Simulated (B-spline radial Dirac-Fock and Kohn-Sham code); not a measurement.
Ta⁵⁺ 4d5/2: cross section and angular parameters

System: the Ta⁵⁺ ion, configuration 1s2 2s2 2p6 3s2 3p6 3d10 4s2 4p6 4d10 4f14 5s2 5p6; threshold 291.7 eV (orbital energy of the model). Method: Dirac-Hartree-Slater photoionisation with a Latter tail; cross sections with all multipoles, angular parameters from the dipole term and its interference with E2. Computed with an atomic code on a B-spline grid.

For linearly polarised light dσ/dΩ = σ/(4π) [1 + β P₂(cos θ) + (δ + γ cos²θ) sin θ cos φ], with θ from the polarisation vector and φ the angle between the beam and the projection of the electron momentum on the plane normal to the polarisation.

| hν (eV) | σ (kb) | β | γ | δ |
| --- | --- | --- | --- | --- |
| 300 | 177 | -0.213 | 0.195 | -0.008 |
| 400 | 320 | -0.572 | -0.148 | 0.157 |
| 408 | 331 | -0.501 | -0.121 | 0.153 |
| 800 | 322 | 0.912 | 0.113 | 0.016 |
| 882 | 288 | 1.004 | 0.072 | 0.009 |
| 1000 | 244 | 1.099 | 0.021 | 0.005 |
| 1020 | 237 | 1.112 | 0.014 | 0.005 |
| 1140 | 201 | 1.177 | -0.019 | 0.004 |
| 2150 | 58.3 | 1.346 | 0.056 | 0.025 |
| 2984.4 | 26.5 | 1.338 | 0.265 | 0.043 |
| 3540 | 17.0 | 1.316 | 0.408 | 0.055 |
| 3700 | 15.1 | 1.309 | 0.448 | 0.058 |
| 4120 | 11.3 | 1.288 | 0.550 | 0.068 |
| 4150 | 11.0 | 1.286 | 0.557 | 0.068 |
| 4220 | 10.5 | 1.283 | 0.574 | 0.070 |
| 4260 | 10.3 | 1.281 | 0.583 | 0.071 |
| 8047.8 | 1.53 | 1.090 | 1.262 | 0.156 |
| 8340 | 1.36 | 1.078 | 1.301 | 0.163 |
| 9130 | 1.02 | 1.044 | 1.401 | 0.181 |
| 10300 | ? | ? | ? | ? |
| 10900 | 0.566 | 0.977 | 1.595 | 0.221 |

Problem. Give the values at 10300 eV.

Solution. σ = 0.683 kb, β = 0.999, γ = 1.533, δ = 0.207.
